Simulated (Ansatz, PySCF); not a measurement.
Species: CH$_{3}$BCl (charge 0, doublet). It need not be the lowest isomer of its formula. 
Geometry from a B3LYP-D3(BJ)/def2-TZVP (Ansatz, a program for electronic structure) optimisation:
```xyz
6

B     -0.1480     0.6915    -0.3146
Cl     0.9930    -0.5518     0.0892
C     -1.6637     0.6681    -0.0080
H     -2.1131     1.6610     0.0146
H     -1.9002     0.1353     0.9185
H     -2.1461     0.1190    -0.8280
```
Charge 0, spin multiplicity 2.

Quantity: atomisation energy (electronic, to ground-state atoms); the coupled-cluster value holds the core correlation from cc-pwCVTZ, in kcal/mol. Correlated levels leave the core frozen unless marked. Open shells are spin-unrestricted. Spin-orbit coupling is left out. Non-relativistic. CBS marks a two-point X^-3 extrapolation of the correlation energy; Hartree-Fock from the larger set. The bracket is a focal-point correction in the basis named.

Level to compare with: RI-MP2/CBS(cc-pV(T+d)Z,cc-pV(Q+d)Z)+[CCSD(T)-MP2]/cc-pV(T+d)Z plus the core term (Ansatz), 498.1 kcal/mol. It is a level with limits of its own, and the differences hold the functionals' basis error too.

Q: Rank these functionals by how close they come to RI-MP2/CBS(cc-pV(T+d)Z,cc-pV(Q+d)Z)+[CCSD(T)-MP2]/cc-pV(T+d)Z, closest first: r2SCAN/def2-TZVPD (Ansatz); BLYP/def2-TZVPD (Ansatz); CAM-B3LYP/def2-TZVPD (Ansatz); PW6B95/def2-TZVPD (PySCF).

A: CAM-B3LYP/def2-TZVPD (range-separated hybrid, 499.1 kcal/mol, difference 1.0), PW6B95/def2-TZVPD (hybrid meta-GGA, 500.6 kcal/mol, difference 2.5), BLYP/def2-TZVPD (GGA, 492.4 kcal/mol, difference -5.7), r2SCAN/def2-TZVPD (meta-GGA, 507.7 kcal/mol, difference 9.6)
